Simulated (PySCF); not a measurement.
C₄H₂BrCl, SMILES C(=C(/Br)Cl)/C#C. Coordinates come from a r2SCAN-D4/def2-SVP optimisation. The structure was generated by enumeration; whether it is a known compound was not checked.

Computed equilibrium geometry at r2SCAN-D4/def2-SVP (PySCF confirms it by a frequency run) as bond lengths and angles, and its point group:
point group Cs.
Atoms: C1 C2 C3 C4 Cl5 Br6 H7 H8. Bond lengths (Å): C1–C2 1.219, C1–H7 1.074, C2–C3 1.410, C3–C4 1.355, C3–H8 1.097, C4–Cl5 1.722, C4–Br6 1.878. Angles (°): C2–C1–H7 179.2, C1–C2–C3 177.9, C2–C3–C4 125.0, C2–C3–H8 118.3, C4–C3–H8 116.7, C3–C4–Cl5 121.4, C3–C4–Br6 123.0, Cl5–C4–Br6 115.7.
